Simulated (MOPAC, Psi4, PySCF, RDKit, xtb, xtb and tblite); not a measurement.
Two geometries of C4H12OSi, SMILES CO[SiH2]C(C)C, singlet, relaxed at GFN2-xTB with one dihedral held; other torsions can differ between them too.

Structure A

```
18

C      3.0951     0.4925     0.1016
O      1.7215     0.4085     0.3283
Si     0.6581    -0.5796    -0.3949
C     -1.0130    -0.1302     0.4008
C     -1.7313     0.9764    -0.3683
C     -0.8789     0.2499     1.8727
H      3.5806    -0.4656     0.3012
H      3.5035     1.2501     0.7716
H      3.3022     0.7758    -0.9330
H      1.0131    -1.9843    -0.1443
H      0.6422    -0.3750    -1.8491
H     -1.6428    -1.0244     0.3422
H     -1.8951     0.6842    -1.4030
H     -2.6999     1.1908     0.0833
H     -1.1436     1.8919    -0.3582
H     -1.8558     0.4722     2.3024
H     -0.4310    -0.5616     2.4418
H     -0.2485     1.1292     1.9786
```

Structure B

```
18

C      3.0531     0.5147     0.0757
O      1.6854     0.4073     0.3218
Si     0.6364    -0.6045    -0.3901
C     -1.0160    -0.1839     0.4445
C     -0.9727    -0.4041     1.9552
C     -2.1383    -1.0089    -0.1740
H      3.5625    -0.4252     0.3002
H      3.4526     1.3030     0.7147
H      3.2405     0.7678    -0.9703
H      1.0219    -2.0058    -0.1703
H      0.5874    -0.3799    -1.8417
H     -1.2450     0.8727     0.2705
H     -0.1825     0.1913     2.4055
H     -1.9209    -0.1211     2.4125
H     -0.7867    -1.4520     2.1828
H     -3.0986    -0.7568     0.2748
H     -2.2044    -0.8324    -1.2448
H     -1.9604    -2.0707    -0.0183
```

Question: Which is lower in energy at the level B3LYP-D3(BJ)/def2-SVP // GFN2-xTB run with Psi4 1.11, and by how much?

Answer: B is lower, by 0.32 kcal/mol (dihedral O2–Si3–C4–C5: 90° in A, -60° in B).

E(B) − E(A) in kcal/mol at the other levels, on the same two geometries: GFN2-xTB (xtb and tblite) -1.28; MMFF94 // GFN2-xTB (RDKit) -0.35; B3LYP/def2-SVP // GFN2-xTB (Psi4) -0.40; PBE/def2-SVP // GFN2-xTB (Psi4) -0.45; PBE-D3(BJ)/def2-SVP // GFN2-xTB (Psi4) -0.40; UFF // GFN2-xTB (RDKit) -1.42; PM6, restricted, heats of formation // GFN2-xTB (MOPAC) -0.41; PM3, restricted, heats of formation // GFN2-xTB (MOPAC) -1.25; GFN1-xTB // GFN2-xTB (xtb) -0.29; restricted B3LYP/6-31G*, spherical d, density fitting // GFN2-xTB (PySCF) -0.49; restricted M06-2X/6-31G*, spherical d, density fitting // GFN2-xTB (PySCF) -0.46; restricted Hartree-Fock/6-31G*, spherical d, density fitting // GFN2-xTB (PySCF) -0.57; restricted Hartree-Fock/LANL2DZ, with its core potentials past Ne // GFN2-xTB (PySCF) -0.42.

MMFF94 has few fitted parameters for silicon.
